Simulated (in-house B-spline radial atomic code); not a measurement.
Configurations of the zinc ion Zn⁴⁺, with energies counted from [Ar] 3d8. Level of theory: non-relativistic M06-2X, spin-polarised, spherical fractional occupations, exact exchange averaged over the configuration, point nucleus; calculated with a B-spline radial code for spherical atoms. Shells without spins written out take the highest spin.

Occupations are held fixed; configurations that lie above the ionisation limit could autoionise.

```csv
configuration,E - E(ref) (eV),highest orbital,its <r> (bohr)
[Ar] 3d7 4s1,25.644,4s up,1.837
[Ar] 3d7 4p1,35.562,4p up,2.022
[Ne] 3s2 3p5 3d8 4d1,126.53,4d up,2.555
[Ne] 3s2 3p5 3d8 4f1,136.65,4f up,3.527
```

Task: Order these further configurations by energy, lowest first.
A. [Ar] 3d7 4f1
B. [Ne] 3s2 3p5 3d9
C. [Ar] 3d7 4d1
D. [Ne] 3s2 3p5 3d8 4s1

Result: C (50.35 eV), A (60.406 eV), B (76.423 eV), D (101.73 eV).
